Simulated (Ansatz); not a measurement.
`OC[SiH](F)CF` + `O[SiH2][SiH3]` → `FCO[SiH2][SiH3]` + `OC[SiH2]F`  (substitution at a C–Si bond)

Program: Ansatz. Geometries: PBE0-D4/def2-TZVP. ΔE: electronic, gas phase. CBS: MP2 limit from def2 TZ/QZ plus the TZ coupled-cluster correction, frozen cores. Each species was taken in one conformer, which may not be the lowest.

`OC[SiH](F)CF`:

```xyz
12

O     0.026    1.721    1.144
C     0.858    1.152    0.137
Si    0.494   -0.677   -0.051
F     0.603   -1.317    1.422
C    -1.278   -0.947   -0.635
F    -1.370   -0.468   -1.942
H     0.228    1.293    1.980
H     0.619    1.669   -0.797
H     1.923    1.343    0.332
H     1.456   -1.374   -0.942
H    -1.991   -0.394   -0.015
H    -1.568   -2.002   -0.632
```

`O[SiH2][SiH3]`:

```xyz
9

O    -1.762   -0.789    0.752
Si   -0.660    0.441    0.649
Si    1.213   -0.140   -0.641
H    -2.131   -1.123   -0.066
H    -1.273    1.670    0.065
H    -0.261    0.733    2.049
H     2.141    1.019   -0.743
H     0.788   -0.520   -2.018
H     1.946   -1.291   -0.047
```

`FCO[SiH2][SiH3]`:

Z-matrix (Å, degrees):
```
C
O 1 1.368
F 1 1.379 2 110.6
H 1 1.098 2 112.0 3 118.7
H 1 1.092 2 108.8 3 -118.0
Si 2 1.667 1 124.2 3 -60.4
Si 6 2.349 2 111.9 1 -39.4
H 6 1.486 2 110.7 1 83.3
H 6 1.484 2 104.8 1 -159.6
H 7 1.488 6 111.0 2 -56.1
H 7 1.488 6 108.1 2 -175.3
H 7 1.487 6 111.5 2 65.1
```

`OC[SiH2]F`:

Z-matrix (Å, degrees):
```
C
Si 1 1.876
O 1 1.422 2 111.4
H 1 1.095 2 109.6 3 -117.9
H 1 1.100 2 111.0 3 125.2
F 2 1.608 1 106.2 3 -54.9
H 2 1.486 1 112.2 3 -172.8
H 2 1.482 1 111.8 3 61.8
H 3 0.961 1 108.4 2 58.0
```

```json
{"species": "`OC[SiH](F)CF`", "HF/def2-TZVPP energy (Eh)": "-642.11756"}
{"species": "`O[SiH2][SiH3]`", "HF/def2-TZVPP energy (Eh)": "-656.31390"}
{"species": "`FCO[SiH2][SiH3]`", "HF/def2-TZVPP energy (Eh)": "-794.25280"}
{"species": "`OC[SiH2]F`", "HF/def2-TZVPP energy (Eh)": "-504.17143"}
```

**Question.** Work out ΔE.

**Answer.** ΔE = (-794.25280) + (-504.17143) − (-642.11756) − (-656.31390) = 0.00723 Eh = +0.20 eV. CCSD(T)/CBS gives +0.35 eV.

Largest T1 diagnostic among the species: 0.013.

In def2-TZVPP, CCSD(T) changes the Hartree–Fock value by +0.10 eV (the triples alone add −0.00 eV) and MP2 by +0.13 eV.
